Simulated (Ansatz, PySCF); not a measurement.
Process, species as SMILES: [K][I] -> [I][K] as doublet, charge -1 (an electron is taken up)

Wanted: adiabatic electron affinity (0 K, with zero-point energies), in eV. Positive where the reaction releases energy. Terms: valence correlation only (noble-gas shells and the d and f shells of earlier blocks; the outer core of K, Ca and congeners matters and is frozen too); def2 sets with scalar-relativistic core potentials past Kr; UHF or UKS for open shells; STO-3G and 3-21G all-electron and non-relativistic; spin-orbit terms left out; LANL2DZ with its own core potentials from Na on. First-principles rows: single points at B3LYP-D3(BJ) geometries (Ansatz, a quantum-chemistry and plane-wave program), with unscaled harmonic terms from B3LYP/6-31G* (LANL2DZ past Ar) (Ansatz) at its own minima. The spin state of an ion or metal species was assumed, not searched.

| level | program | adiabatic electron affinity (0 K, with zero-point energies) (eV) |
|---|---|---|
| PBE/STO-3G | Ansatz | -2.87 |
| PBE/def2-SVP | Ansatz | 0.70 |
| B3LYP/3-21G | Ansatz | 0.96 |
| M06-2X/LANL2DZ | PySCF | 0.80 |
| MP2/STO-3G | Ansatz | -3.64 |
| MP2/LANL2DZ | Ansatz | 0.67 |
| r2SCAN-D4/def2-TZVPD | Ansatz + dftd4 | 0.71 |

No value to compare with is used here. The 6 habitual levels span -3.64 (MP2/STO-3G) to 0.96 eV (B3LYP/3-21G); r2SCAN-D4/def2-TZVPD gives 0.71.

The levels are drawn from those run, B3LYP/6-31G* more often than the rest, none by its result; left out are runs that failed, that the program found above a lower state of the same kind, or whose <S^2> lies over 0.5 above the pure value.
